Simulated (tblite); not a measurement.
Compound: C4H10BBrN2.
SMILES with atom numbers: `[CH3:1][C@@H:2]1[CH2:3][CH2:4][NH:5][B:6]([Br:7])[NH:8]1` (hydrogens: H9, H10, H11 on C1; H12 on C2; H13, H14 on C3; H15, H16 on C4; H17 on N5; H18 on N8)

Computed with GFN2-xTB (tblite), gas phase: L-BFGS steps from a force-field or distance-geometry start until the largest atomic force falls under 0.01 eV/Å.

Step 76: E = -678.7642 eV
```
atom  x, y, z in Å  |  force x, y, z in eV/Å
C1      2.1755    0.5951    0.1302    0.010  -0.001   0.013
C2      0.6965    0.3877    0.4423   -0.013   0.007   0.001
C3      0.2852   -1.0747    0.2418   -0.004  -0.005  -0.001
C4     -1.2155   -1.2624    0.4643    0.008  -0.018   0.018
N5     -1.9567   -0.3546   -0.3890   -0.004  -0.019   0.012
B6     -1.4121    0.8601   -0.8173   -0.021  -0.009   0.004
Br7    -2.4176    2.0234   -1.9426   -0.014  -0.014   0.002
N8     -0.1232    1.2211   -0.4190    0.010   0.025  -0.035
H9      2.4433    1.6417    0.2575    0.010   0.011  -0.006
H10     2.3944    0.3000   -0.8937   -0.020   0.013  -0.008
H11     2.7902    0.0019    0.8012    0.002  -0.025   0.012
H12     0.5147    0.6623    1.4952    0.011   0.015   0.005
H13     0.5291   -1.3652   -0.7819   -0.008   0.000  -0.012
H14     0.8418   -1.7130    0.9275   -0.006   0.000   0.005
H15    -1.4574   -1.0777    1.5221   -0.006   0.002  -0.019
H16    -1.4953   -2.2955    0.2312    0.010   0.021  -0.001
H17    -2.9004   -0.6411   -0.5950    0.034   0.031  -0.014
H18     0.2986    2.0974   -0.6860    0.001  -0.032   0.025
```

Step 77: E = -678.7645 eV
```
atom  x, y, z in Å  |  force x, y, z in eV/Å
C1      2.1750    0.5951    0.1287    0.010  -0.004  -0.001
C2      0.6967    0.3883    0.4443   -0.012   0.003   0.000
C3      0.2852   -1.0742    0.2446   -0.005  -0.013  -0.006
C4     -1.2157   -1.2628    0.4643    0.006   0.002   0.007
N5     -1.9555   -0.3563   -0.3918   -0.005  -0.012   0.006
B6     -1.4121    0.8600   -0.8170   -0.018  -0.008   0.003
Br7    -2.4178    2.0237   -1.9426   -0.008  -0.019   0.007
N8     -0.1247    1.2218   -0.4151    0.019   0.035  -0.040
H9      2.4458    1.6410    0.2559    0.004   0.010   0.005
H10     2.3886    0.3027   -0.8970   -0.011   0.005  -0.011
H11     2.7909   -0.0014    0.7959    0.002  -0.020   0.008
H12     0.5184    0.6627    1.4973    0.002   0.020   0.018
H13     0.5301   -1.3658   -0.7785   -0.003   0.000  -0.015
H14     0.8403   -1.7125    0.9316   -0.004   0.003   0.005
H15    -1.4597   -1.0750    1.5206   -0.010  -0.006  -0.006
H16    -1.4941   -2.2961    0.2319    0.007   0.017   0.003
H17    -2.8983   -0.6424   -0.6021    0.030   0.018  -0.008
H18     0.2979    2.0977   -0.6824   -0.003  -0.030   0.026
```

Question: Estimate the geometry and energy of step 78. (The exact step hangs on the optimiser's Hessian estimate; all steps are aligned on step 77, rigid shifts and turns removed.)

Answer: E = -678.7647 eV, largest force 0.048 eV/Å
```
atom  x, y, z in Å  |  force x, y, z in eV/Å
C1      2.1747    0.5948    0.1270    0.005  -0.005  -0.010
C2      0.6967    0.3887    0.4460   -0.004  -0.001  -0.001
C3      0.2850   -1.0740    0.2468   -0.001  -0.012  -0.006
C4     -1.2159   -1.2627    0.4649    0.002   0.016  -0.004
N5     -1.9539   -0.3581   -0.3945   -0.008  -0.001   0.000
B6     -1.4122    0.8598   -0.8164   -0.006  -0.003   0.001
Br7    -2.4175    2.0232   -1.9429   -0.006  -0.019   0.008
N8     -0.1260    1.2229   -0.4117    0.023   0.027  -0.032
H9      2.4480    1.6403    0.2541   -0.002   0.003   0.013
H10     2.3831    0.3051   -0.9007   -0.004  -0.001  -0.007
H11     2.7919   -0.0045    0.7907   -0.003  -0.011   0.000
H12     0.5214    0.6629    1.4995   -0.003   0.020   0.018
H13     0.5305   -1.3669   -0.7758    0.001   0.003  -0.013
H14     0.8387   -1.7120    0.9351    0.001   0.003   0.004
H15    -1.4616   -1.0716    1.5197   -0.013  -0.011   0.006
H16    -1.4935   -2.2961    0.2336    0.003   0.007   0.005
H17    -2.8951   -0.6444   -0.6103    0.021   0.006  -0.002
H18     0.2970    2.0991   -0.6765   -0.006  -0.020   0.021
```

The energy changes by -0.0002 eV. The first-order estimate −F·Δx gives -0.0003 eV and the mean of the old and new forces, exact on a quadratic surface, -0.0002 eV. The step makes an angle of 81° with the force vector and moves no atom by more than 0.009 Å.

What follows is the cost of the whole relaxation. The run took 1.3 s wall on an Arm Neoverse N1 with one thread, no GPU, shared host with 64 logical CPUs at a one-minute load of 62.
